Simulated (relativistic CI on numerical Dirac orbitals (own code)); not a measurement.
Ga27+: sensitivity of the levels to the model

Base calculation: Dirac-Coulomb-Breit CI, separate exchange-only KLI orbitals for each configuration, QED by a radiative potential, unscaled Slater integrals.

Configurations in the expansion (outside the closed core 1s2): 2s², 2s2p, 2p², 2p3s, 2p3p, 2s3s, 2s3p, 2s3d, 2s4s, 2s4p, 2s4d, 2s4f, 3s², 3s3p, 3p². Levels of other configurations are missing.

Variants: (1) configuration mixing switched off. Shifts of the energy above 2s² ¹S0, in eV, for the lowest level and the first level of each name with at least 55 % of one term (blank where a level changes its place among those of its configuration and J or its character, or is not in the variant):

| Level | Base | Δ(1) |
| --- | --- | --- |
| 2s² ¹S0 | 0.00 | 0.00 |
| 2s2p ³P°0 | 52.84 | -8.29 |
| 2s2p ³P°1 | 59.76 | -8.28 |
| 2s2p ³P°2 | 85.78 | -8.28 |
| 2s2p ¹P°1 | 127.29 | -8.21 |
| 2p² ³P0 | 148.38 | -9.83 |
| 2p² ³P1 | 170.56 | -8.28 |
| 2p² ³P2 | 178.77 | -8.10 |
| 2p² ¹D2 | 210.57 | -8.02 |
| 2p² ¹S0 | 242.48 | -14.74 |
| 2s3s ³S1 | 1620.19 | -6.69 |
| 2s3s ¹S0 | 1630.77 | -5.25 |
| 2s3p ³P°0 | 1646.32 | -8.07 |
| 2s3p ³P°1 | 1646.56 | -7.35 |

At this charge energies of transitions that change n are usually good to better than 1 %, and those within a shell (Δn = 0) to a few per cent.

Ionisation energy from the two ground configurations alone: base 2860.67 eV. The NIST ASD value (semi-empirical) is 2868 eV.

LS names give the leading component of a level, which can be under half, so a name can repeat, a term be missing and a line seem to break the LS rules.
